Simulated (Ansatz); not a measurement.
**Cost against result**

The pair of Cu⁺ (SMILES [Cu+], atom 1) and C$_{2}$H$_{6}$ (SMILES CC, atoms 2–9), both closed shells, in one local arrangement (a lower one may exist), relaxed at PBE0-D4/def2-TZVP:

```
atom    x (Å)    y (Å)    z (Å)
 Cu1   0.5421  -0.3097  -2.3391
  C2  -0.3188   0.1931  -0.4076
  C3   0.2065  -0.1295   0.9835
  H4  -0.5795  -0.7738  -0.9245
  H5  -1.2550   0.7528  -0.4129
  H6   0.4123   0.8852  -0.9142
  H7   0.3787   0.7935   1.5370
  H8   1.1417  -0.6883   0.9505
  H9  -0.5279  -0.7234   1.5275
```

Interaction energies are counterpoise-corrected; the time is that of the whole pair.

Computed with Ansatz 0.2.0 (basis: as named in each row); correlated methods freeze the cores. The 3s and 3p shells of Cu and Zn are frozen; filled d shells are correlated. B3LYP uses VWN-RPA correlation. Extrapolation: Hartree–Fock as exp(−7.88 √X), correlation as X^−2.97.

Times are rough, for one single point on 4 threads of a shared host (Intel Xeon 6975P-C).

The estimate by CCSD(T) at an estimated basis limit (MP2 extrapolated from triple and quadruple zeta, plus CCSD(T) − MP2 in triple zeta) is -113.6 kJ/mol.

```tsv
method	basis	time (s)	interaction energy (kJ/mol)	method less estimate
SPW92	def2-SVP	under 1	-178.2	-64.6
PBE-D4	def2-SVP	under 1	-135.9	-22.3
B3LYP-D4	6-31G	under 1	-115.7	-2.1
HF	STO-3G	under 1	155.5	269.1
PBE0-D4	def2-SVP	under 1	-115.0	-1.4
revPBE-D4	def2-TZVPPD	1	-137.1	-23.5
CCSD(T)	def2-SVP	1	-71.1	42.5
PBE-D4	def2-TZVPPD	1	-154.9	-41.3
BLYP-D4	def2-TZVPPD	1	-144.9	-31.3
PBE0-D4	def2-TZVPPD	2	-130.3	-16.7
B3LYP-D4	def2-TZVPPD	2	-128.7	-15.1
HSE06-D4	def2-TZVPPD	2	-129.8	-16.2
wB97M-V	def2-SVP	2	-108.7	4.9
r2SCAN-D4	def2-TZVPPD	2	-155.2	-41.6
B2PLYP	def2-TZVPPD	3	-117.2	-3.6
wB97X-V	def2-TZVPPD	3	-119.9	-6.3
B97M-V	def2-TZVPPD	4	-145.9	-32.3
wB97M-V	def2-TZVPPD	4	-119.9	-6.3
PBE-D4	STO-3G	9	-5.6	108.0
MP2	def2-QZVPPD	12	-114.0	-0.4
CCSD(T)	def2-TZVPPD	24	-101.6	12.0
```

The T1 diagnostic stays at or below 0.017.
